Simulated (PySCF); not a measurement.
TaSe₂: from structure and modes to constants

All numbers come from PySCF, UB3LYP, basis Ta def2-SVP with ECP60, Se def2-SVP (scalar-relativistic core potentials, no spin–orbit coupling, density fitting).

The doublet minimum has C2v symmetry. Masses (u): Ta 180.94800, Se 79.91652.

```xyz
3
charge 0 multiplicity 2, angstrom
Ta   -0.0006    0.6303    0.0000
Se    0.0007   -0.7150    1.8656
Se    0.0007   -0.7150   -1.8656
```

Harmonic wavenumbers (cm⁻¹): 106.1 (a1, ×1), 334.6 (a1, ×1), 342.4 (b2, ×1).

Task: What is the harmonic zero-point energy?

Result: Half the sum of all 3 wavenumbers, 783/2 = 392 cm⁻¹, which is 4.7 kJ/mol (1 cm⁻¹ = 0.0119627 kJ/mol).

Task: Find the vibrational entropy and heat capacity at 298.15 K.

Result: With u = 1.43878 ω/T, each mode gives S = R[u/(eᵘ−1) − ln(1−e⁻ᵘ)] and C = R u² eᵘ/(eᵘ−1)².
```json
{"ω (cm⁻¹)": "106.1", "u": "0.512", "S (J/(mol K))": "13.97", "C (J/(mol K))": "8.14"}
{"ω (cm⁻¹)": "334.6", "u": "1.615", "S (J/(mol K))": "5.18", "C (J/(mol K))": "6.72"}
{"ω (cm⁻¹)": "342.4", "u": "1.652", "S (J/(mol K))": "5.03", "C (J/(mol K))": "6.66"}
```
The sums over all modes are S = 24.2 and C = 21.5 J/(mol K); the softest mode gives 58 % of the entropy.

Task: Give the standard entropy (298.15 K, 1 bar) by its translational, rotational, vibrational and spin parts, and Cp.

Result: Sackur–Tetrode with M = 340.78 u gives 181.6; rotation with symmetry number 2 gives 117.3; vibration 24.2; spin R ln 2 = 5.8. The total is 328.8 J/(mol K), and Cp = 4 R + 21.5 = 54.8 J/(mol K).

Only a few start shapes were tried, so a lower isomer may exist. Open d and f shells are described by one determinant, and the ground state may have another occupation or spin. Spin–orbit coupling, left out here, can matter for elements this heavy.
